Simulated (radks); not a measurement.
The numbers below are computed, except where a source is named.
Task: Species: Ce I. Configuration: [Xe] 4f1 5d1 6s2. Level of theory: scalar-relativistic Kohn-Sham, exchange-only LDA, spin-polarised, spherical densities, finite nucleus; open shells are filled with parallel spins first (spin-orbit coupling, left out, can overturn this in heavy ions); Fermi nuclear charge, rms radius 4.8771 fm (a radial shooting solver on a logarithmic mesh with Libxc functionals). Some entries of the table are withheld. Estimate them.

orbital  occ.  eigenvalue (eV)  r(max) (bohr)  <r^2> (bohr^2)
1s down     1        -40222.31        0.01576       0.0008221
1s up       1        -40222.31        0.01576       0.0008221
2s up       1        -6439.697        0.08915         0.01308
2s down     1        -6439.667        0.08915         0.01308
2p up       3        -5770.535        0.07169         0.01042
2p down     3        -5770.513        0.07169         0.01042
3s up       1        -1384.987         0.2550         0.08898
3s down     1        -1384.694         0.2549         0.08896
3p up       3        -1172.095         0.2495         0.08895
3p down     3        -1171.803         0.2494         0.08892
3d up       5        -868.6623         0.2051         0.07594
3d down     5        -868.4231         0.2051         0.07590
4s up       1        -279.0309         0.5931          0.4592
4s down     1        -278.1998         0.5931          0.4590
4p up       3        -209.4855         0.6193          0.5189
4p down     3        -208.6452         0.6192          0.5187
4d up       5        -109.3382         0.6525          0.6444
4d down     5        -108.4829         0.6524          0.6441
5s up       1         -39.8932          1.369           2.589
5s down     1         -39.0003          1.369           2.586
5p up       3         -22.5276            (1)           3.537
5p down     3         -21.6225            (2)           3.533
4f up       1          -4.6570         0.7104           1.655
4f down     0          -3.7657         0.7099           1.663
6s up       1          -3.3204          3.685           21.24
6s down     1          -2.7776          3.808           23.71
5d up       1          -2.5621          2.200           10.73
5d down     0          -1.7529          2.206           12.28

Result: 
(1) 5p up r(max) (bohr): 1.544
(2) 5p down r(max) (bohr): 1.544
